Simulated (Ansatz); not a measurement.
Frontier orbitals of `CC(F)C[SiH3]`.

```xyz
14

C    -0.573    0.778    1.837
C    -0.155   -0.212    0.779
F    -1.235   -1.067    0.536
C     0.263    0.418   -0.532
Si    0.524   -0.822   -1.927
H     0.259    1.441    2.082
H    -1.406    1.386    1.476
H    -0.885    0.261    2.746
H     0.652   -0.851    1.157
H    -0.484    1.157   -0.844
H     1.200    0.964   -0.379
H     1.385   -1.938   -1.451
H    -0.759   -1.374   -2.427
H     1.215   -0.140   -3.055
```

Total charge 0; spin multiplicity 1. All single points use the PBE0-D4/def2-TZVP geometry. It is one conformer, not always the lowest. Basis def2-TZVPP, the Gaussian-basis code of Ansatz.

```csv
functional,HOMO (eV),LUMO (eV)
r2SCANh,-8.24,0.71
```

Problem. Give HOMO and LUMO (eV) with LDA (SPW92), PBE, revPBE, BLYP, r2SCAN, B97M-V, PBE0, B3LYP, r2SCAN0, HSE06 (plane-wave form), BHLYP, CAM-B3LYP, LC-ωPBE, ωB97X-V, ωB97M-V, HF. (An estimate is asked.)

Solution. The calculation gave: 
```
             functional    HOMO   LUMO
            LDA (SPW92)   -7.55  -0.29
                    PBE   -7.44  -0.09
                 revPBE   -7.39   0.01
                   BLYP   -7.35  -0.02
                 r2SCAN   -7.73   0.46
                 B97M-V   -7.90   0.02
                   PBE0   -8.80   0.71
                  B3LYP   -8.59   0.44
                r2SCAN0   -8.98   1.07
HSE06 (plane-wave form)   -8.39   0.34
                  BHLYP  -10.06   1.39
              CAM-B3LYP  -10.20   1.54
                LC-ωPBE  -11.54   2.76
                ωB97X-V  -11.19   2.58
                ωB97M-V  -11.05   2.18
                     HF  -12.00   3.32
```

B3LYP here is the variant with VWN-RPA as its local correlation; programs differ in this. LC-ωPBE has ω = 0.4 bohr⁻¹. Positive LUMOs are unbound and depend on the basis.
